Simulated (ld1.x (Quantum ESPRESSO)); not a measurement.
## Reading a pseudo-wave (neodymium (Nd))

Columns: radius, all-electron u(r) and pseudo u(r) of the 5s shell (level -67.45 eV) of neodymium in the configuration [Kr] 4d10 4f3 5s2 5p6 5d0 6s0 6p0; PBE, scalar-relativistic, ultrasoft scheme, ld1.x (Quantum ESPRESSO) 7.5.

```
r (bohr)  all-electron  pseudo
   0.175        0.3360  0.3579
   0.350       -0.2394  0.6827
   0.525       -0.5114  0.9460
   0.700       -0.0541  1.1286
   0.875        0.4876  1.2227
   1.050        0.8382  1.2319
   1.225        0.9821  1.1704
   1.400        0.9790  1.0585
   1.575        0.8916  0.9191
   1.750        0.7665  0.7727
   1.925        0.6333  0.6336
   2.100        0.5085  0.5085
   2.275        0.3997  0.3997
   2.450        0.3090  0.3090
   2.625        0.2360  0.2360
   2.800        0.1783  0.1783
   2.975        0.1337  0.1337
   3.150        0.0995  0.0995
   3.325        0.0736  0.0736
   3.500        0.0541  0.0541
   3.675        0.0396  0.0396
   3.850        0.0288  0.0288
   4.025        0.0209  0.0209
   4.200        0.0151  0.0151
   4.375        0.0109  0.0109
   4.550        0.0078  0.0078
```

(1) How many radial nodes do the two functions have?

(2) At about which radius was the pseudo-wave matched?

(3) Is the pseudo-wave norm-conserving?

Results:

(1) The all-electron 5s function has n − l − 1 = 4 (the table is too coarse to show those close to the nucleus); the pseudo-wave has 0, since the states of the same l below it are removed with the core.

(2) 2.05 bohr, where the columns begin to agree (steps of 0.17 bohr).

(3) No, it belongs to an ultrasoft set: the norm inside the radius is not constrained, and the difference is carried by the augmentation charge.
